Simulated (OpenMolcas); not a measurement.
Os2+: moving or changing the point charges

Os2+ among 4 point charges of -1.5 e arranged as a tetrahedron (Td), 1.88 Å from the ion.
```
   1.0854    1.0854    1.0854  -1.50
   1.0854   -1.0854   -1.0854  -1.50
  -1.0854    1.0854   -1.0854  -1.50
  -1.0854   -1.0854    1.0854  -1.50
```

```yaml
Program: OpenMolcas
Method: "SS-CASPT2, IPEA 0.25 Eh, imaginary shift 0.1 Eh (closed shells correlated: 4f 5s 5p)"
Basis: ANO-RCC-VTZP [8s7p5d3f2g1h]
Scalar_Hamiltonian: DKH2, point nucleus
Active_space: 6 electrons in 5 orbitals (5d)
State_averaging: 2S+1 = 5 even, 5 roots; 2S+1 = 3 even, 45 roots; 2S+1 = 1 even, 50 roots
Spin-orbit_coupling: state interaction with AMFI integrals over the reference wave functions
```

Runs around this geometry, states (labels of Td). Energies in cm-1 above the lowest state or level, χT in cm3 K/mol.

```tsv
R (Å)	q (e)	Ground state	First state of that spin	First gap with spin-orbit (degeneracies)	χT at 300 K	First state of another spin
1.88	-1.2	5E	5T2 3450	240 (1, 3)	4.459	3T1 12620
1.88	-1.5	5E	5T2 3010	250 (1, 3)	4.427	3T1 12150
1.99	-1.5	5E	5T2 2950	220 (1, 3)	4.561	3T1 12810
```

Taking the first state of the same spin as R^-n, n = -ln(2950 / 3010) / ln(1.99 / 1.88) = 0.4 between the shortest and longest distance.

Scaling the charges by -1.2 / -1.5 = 0.80 scales the first state of the same spin by 3450 / 3010 = 1.15; with fixed orbitals a first-order splitting would follow the charge.

Roots that are degenerate in the reference are averaged as groups; the widest CASPT2 spread within a group is 610 cm-1 (the 3-fold group of multiplicity 3 near 36200 cm-1 above the lowest state of its run, R = 1.88, q = -1.2). Shifts and gaps below about the spread of the groups concerned are not significant. An orbital doublet at a regular site is open to a Jahn-Teller distortion, which this geometry leaves out. Point charges give a weaker field than real ligands, and real ions of this kind are as a rule low spin; the high spin found here belongs to the model. The ground term spreads over less than 5000 cm-1, several times less than with real ligands, so orbital moments are less quenched and χT lies further from the spin-only value than at real sites. Free-ion shares, where given, are those of the reference states; single-state CASPT2 does not remix them. Spin-orbit coupling mixes the spin-free states strongly: the lowest level takes only 68 % from its leading state, 5E (figures for R = 1.88, q = -1.2; the like holds for R = 1.88, q = -1.5, R = 1.99, q = -1.5). This is an electrostatic model: the charges have no orbitals. No measured value stands beside these numbers.
